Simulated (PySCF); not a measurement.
**In (indium, neutral): UHF calculation**

Configuration: [Kr] 4d10 5s2 6s1, 2S determinant (an excited configuration). Computed with PySCF 2.14 in aug-cc-pwCVTZ-DK3 with one added diffuse shell each of s, p, d, f type (11s10p8d5f1g, 125 functions), with scalar relativity by spin-free X2C-1e.

- Total energy: -5877.941263 hartree
- One-electron energy: -8086.7581 hartree
- Hartree (Coulomb) energy: 2367.4265 hartree
- Exchange energy: -158.6097 hartree
- ⟨S²⟩: 0.7501
- ⟨L²⟩: 0.000
- Sum of ⟨r⟩: 39.39 bohr
- Sum of ⟨r²⟩: 118.8 bohr²
- Langevin diamagnetic susceptibility: -94.1 ×10⁻⁶ cm³/mol

| shell | electrons | mean orbital energy (hartree) | rms radius, mean of both spins (bohr) |
| --- | --- | --- | --- |
| 1s α | 1 | -1031.93747 | 0.0342 |
| 1s β | 1 | -1031.93721 | 0.0342 |
| 2s α | 1 | -157.96803 | 0.139 |
| 2s β | 1 | -157.96778 | 0.139 |
| 2p α | 3 | -141.62692 | 0.124 |
| 2p β | 3 | -141.62686 | 0.124 |
| 3s α | 1 | -31.52225 | 0.371 |
| 3s β | 1 | -31.52175 | 0.371 |
| 3p α | 3 | -26.02145 | 0.372 |
| 3p β | 3 | -26.02127 | 0.372 |
| 3d α | 5 | -17.47031 | 0.352 |
| 3d β | 5 | -17.47026 | 0.352 |
| 4s α | 1 | -5.43985 | 0.907 |
| 4s β | 1 | -5.43879 | 0.907 |
| 4p α | 3 | -3.71085 | 0.991 |
| 4p β | 3 | -3.71050 | 0.991 |
| 4d α | 5 | -1.14410 | 1.27 |
| 4d β | 5 | -1.14354 | 1.27 |
| 5s α | 1 | -0.50439 | 2.76 |
| 5s β | 1 | -0.49849 | 2.76 |
| 6s α | 1 | -0.09378 | 8.80 |

The outer electron is Rydberg-like, and this basis confines it to a smaller radius and binds it less than a complete one would.

Densities and radii are taken from the X2C orbitals without a picture-change correction, which distorts them close to the nucleus.
